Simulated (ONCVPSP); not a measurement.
**Configuration tests for Se (Z = 34) (ONCV)**

selenium (Se), optimised norm-conserving Vanderbilt (ONCV), made with ONCVPSP 4.0.1 (PBE, scalar-relativistic). Core [Ne] 3s2, reference 3p6 3d10 4s2 4p4. Waves: 4s: rc 1.45 bohr, ncon 4, nbas 8, qcut 4.5 1/bohr, 2 projectors, debl 1.6 Ha; 3p+4p: rc 0.80 bohr, ncon 3, nbas 6, qcut 16.5 1/bohr, 2 projectors; 3d: rc 0.95 bohr, ncon 3, nbas 8, qcut 18.6 1/bohr, 2 projectors, debl 0.6 Ha. Local part: polynomial inside 0.55 bohr (lpopt 5, dvloc0 6 Ha). Core correction: Teter function, parameters optimised by the program.

In the d channel the program set the typed energies aside and used -1.952, 0.250 Ha.

Energies are relative to the spin-unpolarised reference configuration 3p6 3d10 4s2 4p4; without spin polarisation the order of configurations can differ from experiment.

```tsv
valence configuration	charge	ΔE all-electron (eV)	error AE − PS (meV)
3p6 3d10 4s2 4p3	+1	10.845	-0.6
3p6 3d10 4s2 4p2	+2	31.194	-3.3
```

(1) What are ΔE and the potential's error for 3p6 3d10 4s2 4p1?

(2) What are ΔE and the potential's error for 3p6 3d10 4s0 4p6?

Levels in the configuration 3p6 3d10 4s2 4p2:

```json
{"level": "3p", "all-electron (eV)": "-175.723", "pseudo (eV)": "-175.797"}
{"level": "3d", "all-electron (eV)": "-75.815", "pseudo (eV)": "-75.881"}
{"level": "4s", "all-electron (eV)": "-37.635", "pseudo (eV)": "-37.626"}
{"level": "4p", "all-electron (eV)": "-25.464", "pseudo (eV)": "-25.464"}
```

Note: ghosts flagged at negative energy: s at -343.6 eV; no localised positive-energy state flagged. A true bound ghost makes a file unfit for plane-wave use.

Answers

(1) ΔE = 62.062 eV all-electron; the error (AE − PS) is -9.0 meV.

(2) ΔE = 21.964 eV all-electron; the error (AE − PS) is -38 meV.
